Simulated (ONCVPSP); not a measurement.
Building the ONCV potential for silicon (PBEsol, scalar-relativistic).

silicon (Si), optimised norm-conserving Vanderbilt (ONCV), made with ONCVPSP 4.0.1 (PBEsol, scalar-relativistic). Core [He], reference 2s2 2p6 3s2 3p1.75 (charge +0.25). Waves: 2s+3s: rc 0.80 bohr, ncon 5, nbas 10, qcut 14.8 1/bohr, 2 projectors; 2p+3p: rc 0.84 bohr, ncon 4, nbas 9, qcut 16.1 1/bohr, 2 projectors. Local part: polynomial inside 0.54 bohr (lpopt 1, dvloc0 2 Ha). Core correction: polynomial model core, fcfact 0.4.

- Cutoffs needed: 105 Ha and 118 Ha (the cutoffs (Ha) at which the residual kinetic energy of the hardest occupied pseudo-wave falls to 1 and 0.1 mHa per electron)
- Ghost test: no bound ghost flagged; no localised positive-energy state flagged
- Largest excitation error: +1.6 meV (all-electron minus pseudo) for 2s2 2p6 3s2 3p0, out of 4 test configurations
- rms error of d²Exc/dni dnj: 1.67 mHa without and 1.76 mHa with the model core
